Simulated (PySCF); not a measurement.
C2H10N2OSi, SMILES O[Si@@H](N)[C@@H](C)N. The structure is a stationary point at PBE-D3(BJ)/def2-SVP. The structure was generated by enumeration; whether it is a known compound was not checked. The values are those of a single conformer.

Task: Give the equilibrium geometry at PBE-D3(BJ)/def2-SVP (PySCF confirms it by a frequency run) as a Z-matrix. (The exact figures need the calculation; the answer reports its results.)

Result: One answer among several that fit: 
```
C
H 1 1.1139
N 1 1.4826 2 105.85
H 3 1.0296 1 110.91 2 52.18
H 3 1.0301 4 105.36 1 -118.69
C 1 1.5298 2 108.86 3 124.62
H 6 1.1098 1 111.23 2 57.97
H 6 1.1105 7 106.44 1 -121.23
H 6 1.1122 7 107.74 8 -115.88
Si 1 1.9274 2 103.80 3 -111.33
O 10 1.6820 1 100.92 2 84.94
H 11 0.9954 10 103.13 1 10.17
N 10 1.7453 11 116.94 12 -109.78
H 13 1.0238 10 117.22 11 -86.73
H 13 1.0245 14 109.05 10 -138.51
H 10 1.5011 11 111.24 12 130.34
```
Charge 0, spin multiplicity 1.
